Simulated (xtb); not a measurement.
CH$_{5}$N$_{2}$ (SMILES NC=[NH2+]), charge +1, singlet, geometry from GFN2-xTB; GFN2-xTB (xtb 6.7.1).

Input for xtb:
```
$ xtb mol.xyz --gfn 2 --chrg 1 --opt --json

# file mol.xyz
8

N      1.14797274     0.20018934     0.03700286
C      0.00000738    -0.40400940     0.15397542
N     -1.14797868     0.12474531    -0.16084144
H      1.21954645     1.14751701    -0.31697552
H      2.01157036    -0.25676282     0.29638706
H      0.00002593    -1.41964718     0.54105366
H     -1.21958691     1.06736807    -0.52715794
H     -2.01155856    -0.38896122    -0.05028975
```

Q: Predict the main parts of the log of this xtb run.

A: 
```
   ID    Z sym.   atoms
    1    7 N      1, 3
    2    6 C      2
    3    1 H      4-8

           -------------------------------------------------
          |                Calculation Setup                |
           -------------------------------------------------

           -------------------------------------------------
          |                 G F N 2 - x T B                 |
           -------------------------------------------------

          ...................................................
          :                      SETUP                      :
          :.................................................:
          :  # basis functions                  17          :
          :  # atomic orbitals                  17          :
          :  # shells                           11          :
          :  # electrons                        18          :
          :  max. iterations                   250          :
          :  Hamiltonian                  GFN2-xTB          :
          :  restarted?                      false          :
          :  GBSA solvation                  false          :
          :  PC potential                    false          :
          :  electronic temp.          300.0000000     K    :
          :  accuracy                    1.0000000          :
          :  -> integral cutoff          0.2500000E+02      :
          :  -> integral neglect         0.1000000E-07      :
          :  -> SCF convergence          0.1000000E-05 Eh   :
          :  -> wf. convergence          0.1000000E-03 e    :
          :  Broyden damping             0.4000000          :
          :  net charge                          1          :
          :  unpaired electrons                  0          :
          ...................................................

 iter      E             dE          RMSdq      gap      omega  full diag
   1    -10.2085840 -0.102086E+02  0.452E+00    4.39       0.0  T
   2    -10.2488988 -0.403148E-01  0.284E+00    5.61       1.0  T
   3    -10.2550266 -0.612782E-02  0.149E+00    5.19       1.0  T
   4    -10.2556173 -0.590671E-03  0.275E-01    5.37       1.0  T
   5    -10.2557016 -0.842846E-04  0.346E-02    5.34       1.0  T
   6    -10.2557021 -0.499241E-06  0.111E-02    5.33       3.2  T
   7    -10.2557024 -0.369273E-06  0.167E-03    5.34      21.2  T
   8    -10.2557024 -0.253247E-08  0.199E-04    5.34     177.4  T
   9    -10.2557024  0.255262E-11  0.855E-05    5.34     413.3  T

   *** convergence criteria satisfied after 9 iterations ***

         :::::::::::::::::::::::::::::::::::::::::::::::::::::
         ::                     SUMMARY                     ::
         :::::::::::::::::::::::::::::::::::::::::::::::::::::
         :: total energy             -10.097666644687 Eh    ::
         :: gradient norm              0.000076875050 Eh/a0 ::
         :: HOMO-LUMO gap              5.335745538595 eV    ::
         ::.................................................::
         :: SCC energy               -10.255702238395 Eh    ::
         :: -> isotropic ES            0.114050945213 Eh    ::
         :: -> anisotropic ES         -0.014703074590 Eh    ::
         :: -> anisotropic XC          0.010451809342 Eh    ::
         :: -> dispersion             -0.001951692693 Eh    ::
         :: repulsion energy           0.158035593707 Eh    ::
         :: add. restraining           0.000000000000 Eh    ::
         :: total charge               1.000000000000 e     ::
         :::::::::::::::::::::::::::::::::::::::::::::::::::::

      -----------------------------------------------------------
     |                   =====================                   |
     |                        A N C O P T                        |
     |                   =====================                   |
     |               Approximate Normal Coordinate               |
     |                Rational Function Optimizer                |
      -----------------------------------------------------------
      -----------------------------------------------------------
     |                   =====================                   |
     |                        A N C O P T                        |
     |                   =====================                   |
     |               Approximate Normal Coordinate               |
     |                Rational Function Optimizer                |
      -----------------------------------------------------------

          ...................................................
          :                      SETUP                      :
          :.................................................:
          :   optimization level            normal          :
          :   max. optcycles                   200          :
          :   ANC micro-cycles                  20          :
          :   degrees of freedom                18          :
          :.................................................:
          :   RF solver                   davidson          :
          :   write xtbopt.log                true          :
          :   linear?                        false          :
          :   energy convergence         0.5000000E-05 Eh   :
          :   grad. convergence          0.1000000E-02 Eh/α :
          :   maxmium RF displ.          1.0000000          :
          :   Hlow (freq-cutoff)         0.1000000E-01      :
          :   Hmax (freq-cutoff)         5.0000000          :
          :   S6 in model hess.         20.0000000          :
          ...................................................

generating ANC from exact Hessian ...
Using Lindh-Hessian (1995)
 Shifting diagonal of input Hessian by    0.0000000000000000
 Lowest  eigenvalues of input Hessian
    0.000000    0.000000    0.000000    0.000000    0.000000    0.000000
    0.021815    0.028786    0.048913    0.057496    0.107924    0.131074
    0.166751    0.196880    0.246931    0.306193    0.357938    0.424943
[...]
 * total energy  :   -10.0976666 Eh     change       -0.1351452E-10 Eh
   *** GEOMETRY OPTIMIZATION CONVERGED AFTER 1 ITERATIONS ***
[...]
          :  -> SCF convergence          0.1000000E-05 Eh   :
          :  -> wf. convergence          0.1000000E-03 e    :
          :  Broyden damping             0.4000000          :
          :  net charge                          1          :
          :  unpaired electrons                  0          :
          ...................................................

 iter      E             dE          RMSdq      gap      omega  full diag
   1    -10.2557024 -0.102557E+02  0.707E-07    5.34       0.0  T
   2    -10.2557024  0.710543E-14  0.361E-07    5.34   98066.9  T
   3    -10.2557024  0.355271E-14  0.137E-07    5.34  100000.0  T

   *** convergence criteria satisfied after 3 iterations ***

         :::::::::::::::::::::::::::::::::::::::::::::::::::::
         ::                     SUMMARY                     ::
         :::::::::::::::::::::::::::::::::::::::::::::::::::::
         :: total energy             -10.097666644701 Eh    ::
         :: gradient norm              0.000077177669 Eh/a0 ::
         :: HOMO-LUMO gap              5.335762337109 eV    ::
         ::.................................................::
         :: SCC energy               -10.255702238408 Eh    ::
         :: -> isotropic ES            0.114051341276 Eh    ::
         :: -> anisotropic ES         -0.014703006599 Eh    ::
         :: -> anisotropic XC          0.010451809532 Eh    ::
         :: -> dispersion             -0.001951692617 Eh    ::
         :: repulsion energy           0.158035593707 Eh    ::
         :: add. restraining           0.000000000000 Eh    ::
         :: total charge               1.000000000000 e     ::
         :::::::::::::::::::::::::::::::::::::::::::::::::::::

           -------------------------------------------------
          |                Property Printout                |
           -------------------------------------------------

    * Orbital Energies and Occupations

         #    Occupation            Energy/Eh            Energy/eV
      -------------------------------------------------------------
         1        2.0000           -0.9188093             -25.0021
         2        2.0000           -0.8763733             -23.8473
         3        2.0000           -0.8242924             -22.4301
         4        2.0000           -0.8009583             -21.7952
         5        2.0000           -0.7817979             -21.2738
         6        2.0000           -0.7588282             -20.6488
         7        2.0000           -0.7422959             -20.1989
         8        2.0000           -0.7029676             -19.1287
         9        2.0000           -0.6556382             -17.8408 (HOMO)
        10                         -0.4595526             -12.5051 (LUMO)
        11                         -0.2176345              -5.9221
        12                         -0.1569747              -4.2715
        13                         -0.1189759              -3.2375
        14                         -0.0022269              -0.0606
        15                          0.0259785               0.7069
        16                          0.2371594               6.4534
        17                          0.2886886               7.8556
      -------------------------------------------------------------
                  HL-Gap            0.1960857 Eh            5.3358 eV
             Fermi-level           -0.5575954 Eh          -15.1729 eV

     #   Z          covCN         q      C6AA      α(0)
     1   7 N        2.641    -0.148    24.219     7.309
     2   6 C        2.746     0.147    24.783     8.151
     3   7 N        2.641    -0.148    24.219     7.309
     4   1 H        0.860     0.246     0.901     1.487
     5   1 H        0.860     0.256     0.859     1.452
     6   1 H        0.925     0.145     1.422     1.865
     7   1 H        0.860     0.246     0.901     1.487
     8   1 H        0.860     0.256     0.859     1.452

 Mol. C6AA /au·bohr⁶  :        389.470013
 Mol. C8AA /au·bohr⁸  :       8111.276310
 Mol. α(0) /au        :         30.510690

Wiberg/Mayer (AO) data.
largest (>0.10) Wiberg bond orders for each atom

 ---------------------------------------------------------------------------
     #   Z sym  total        # sym  WBO       # sym  WBO       # sym  WBO
 ---------------------------------------------------------------------------
     1   7 N    3.546 --     2 C    1.504     5 H    0.917     4 H    0.914
                             3 N    0.193
     2   6 C    3.941 --     1 N    1.504     3 N    1.504     6 H    0.932
     3   7 N    3.546 --     2 C    1.504     8 H    0.917     7 H    0.914
                             1 N    0.193
     4   1 H    0.940 --     1 N    0.914
     5   1 H    0.934 --     1 N    0.917
     6   1 H    0.979 --     2 C    0.932
     7   1 H    0.940 --     3 N    0.914
     8   1 H    0.934 --     3 N    0.917
 ---------------------------------------------------------------------------

Topologies differ in total number of bonds
Writing topology from bond orders to xtbtopo.mol

molecular dipole:
                 x           y           z       tot (Debye)
 q only:       -0.000       0.121      -0.046
   full:       -0.000       0.171      -0.065       0.464
molecular quadrupole (traceless):
                xx          xy          yy          xz          yz          zz
 q only:        6.614       0.425      -1.138       1.115      -1.934      -5.476
  q+dip:        7.076       0.502      -0.161       1.316      -3.012      -6.915
   full:        6.861       0.467      -0.584       1.226      -2.539      -6.277

optimized geometry written to: xtbopt.xyz

           -------------------------------------------------
          | TOTAL ENERGY              -10.097666644701 Eh   |
          | GRADIENT NORM               0.000077177669 Eh/α |
          | HOMO-LUMO GAP               5.335762337109 eV   |
           -------------------------------------------------

normal termination of xtb
```
